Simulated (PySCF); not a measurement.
Isomers of C6H14O3Si, one GFN2-xTB conformer each. Single-point energies are computed at PBE0/pcSseg-1 (PySCF, gas phase, no added dispersion term), electronic only.

Task: Rank them by PBE0/pcSseg-1 energy, lowest first (kJ/mol).
A. `[OH:1][CH2:2][CH2:3][O:4][C@@H:5]1[CH2:6][CH2:7][Si@@H:8]([OH:9])[CH2:10]1` with H–O1–C2–C3 50°, O1–C2–C3–O4 -61°, C2–C3–O4–C5 175°, C3–O4–C5–C6 -168°, C7–Si8–O9–H 53°, O4–C5–C6–C7 -172°, C5–C6–C7–Si8 38°, C6–C7–Si8–O9 -136°
B. `[CH3:1][CH2:2][CH2:3][O:4][C:5](=[O:6])[C@@H:7]([CH3:8])[O:9][SiH3:10]` with C1–C2–C3–O4 -179°, C2–C3–O4–C5 -162°, C3–O4–C5–O6 0°, O4–C5–C7–C8 74°, C5–C7–O9–Si10 -22°

Result: A (0.0), B (10.1).

As drawn, the lower has an O–H bond and an Si–C bond, which the higher lacks; the higher has a C=O bond and a C(=O)–O unit, which the lower lacks. Neighbours about 10 kJ/mol apart or less (OCCO[C@@H]1CC[Si@@H](O)C1 and CCCOC(=O)[C@@H](C)O[SiH3]) can change places with a better method, another conformer or zero-point energy. GFN2-xTB itself gives, in the same order: 108.5, 0.0. GFN2-xTB puts CCCOC(=O)[C@@H](C)O[SiH3] lowest instead.

Task: Which frontier levels, dipoles and rotational constants go with these structures?

Result: 
| SMILES | HOMO (eV, PBE0/pcSseg-1) | LUMO (eV) | dipole (D) | A, B, C (MHz) |
| --- | --- | --- | --- | --- |
| OCCO[C@@H]1CC[Si@@H](O)C1 | -7.51 | 0.79 | 1.80 | 2992, 462.3, 423.0 |
| CCCOC(=O)[C@@H](C)O[SiH3] | -7.85 | -0.03 | 3.93 | 2629, 483.6, 431.4 |

Task: As an exercise, what shares would exp(−E/RT) give at 1000 K from these electronic energies alone (no entropy, no degeneracies)?

Result: RT = 8.314 kJ/mol: OCCO[C@@H]1CC[Si@@H](O)C1 77.2 %, CCCOC(=O)[C@@H](C)O[SiH3] 22.8 %.
